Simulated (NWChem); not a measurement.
System: CH4SeTe; SMILES C[Te][SeH]

```xyz
7

Te     0.3340    -0.8551    -0.0073
C     -1.7431    -1.4414    -0.0096
H     -2.2188    -1.1395     0.9311
H     -1.7615    -2.5371    -0.1042
H     -2.2494    -0.9848    -0.8684
Se    -0.0175     1.6456    -0.0282
H     -0.0812     1.8235     1.4354
```
Atoms are numbered in this order, from 1.

Results from NWChem. Coordinates come from a PBE0/def2-SVP optimisation. def2 effective core potentials on Te; no spin-orbit coupling. B3LYP is NWChem's, with the RPA form of VWN correlation. Vertical excitations in the gas phase; the lowest state need not have the same character in each row.

For level B3LYP/def2-SVP, full TDDFT:

| Property | Value |
|---|---|
| lowest excitation, singlet (eV) | 3.14 |
| orbital gap (eV) | 4.17 |

### Question
What are these values for level PBE/def2-SVP, full TDDFT?

### Answer
lowest excitation, singlet (eV): 3.04
orbital gap (eV): 2.73
